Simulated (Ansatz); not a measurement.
The cluster Be₂S. Total charge 0; quintet. Geometry PBE0-D4/def2-TZVP; atoms count from 1.

```xyz
3

Be    0.102   -0.116   -1.313
Be   -1.081    0.148    0.746
S     0.979   -0.032    0.567
```

At PBE0-D4/def2-TZVP a broken-symmetry singlet of charge 0 lies 3.82 eV below the quintet, each at its own geometry. The structure comes from a short search, and lower isomers may exist.

(1) Estimate the Mulliken populations from the PBE0/def2-TZVP orbitals of Ansatz.

(2) Where does the spin sit?

(3) And the Mayer bond orders between bonded heavy atoms (over 0.3)?

Results:

(1) 
```json
{"atom": "Be1", "charge (e)": "-0.05", "spin (α − β)": "1.45"}
{"atom": "Be2", "charge (e)": "-0.05", "spin (α − β)": "1.45"}
{"atom": "S3", "charge (e)": "0.09", "spin (α − β)": "1.10"}
```
Mulliken values and Mayer orders depend strongly on the basis.

(2) Summed by element: Be 2.90, S 1.10, of 4 unpaired in all. Largest on single atoms: Be1 1.45, Be2 1.45, S3 1.10.

(3) Be1–S3 0.83 (2.08 Å); Be2–S3 0.83 (2.08 Å). Values over 0.3 also appear between atoms too far apart for a bond (Be1–Be2 0.53 at 2.39 Å); they arise where an orbital or an unpaired electron spreads over both atoms.
